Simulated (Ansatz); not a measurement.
Basis-set extrapolation for `OC1CCCCC1` (PBE0-D4/def2-TZVP geometry, frozen core, the Gaussian-basis code of Ansatz). Multiplicity 1, RHF reference.

```tsv
	def2-TZVPP	def2-QZVPP
HF	-309.182760	-309.196862
MP2 correlation	-1.274478	-1.358148
CCSD(T) correlation	-1.386560	not run
```

Energies in hartree. Use E(X) = E(∞) + A·exp(−7.88·√X) for Hartree–Fock and E(X) = E(∞) + B·X^(−2.97) for correlation, with X = 3 and 4, and add CCSD(T) minus MP2 of the smaller set to the MP2 limit.

What is the CCSD(T) energy at the basis-set limit?

HF limit: -309.196862 + (-0.014102) × 0.13774 = -309.19880. MP2 limit: -1.358148 + (-0.083670) × 0.74074 = -1.42013. Higher-order term: -1.386560 − (-1.274478) = -0.11208. Total: -310.73101 hartree, 424.5 kJ/mol below CCSD(T)/def2-TZVPP.
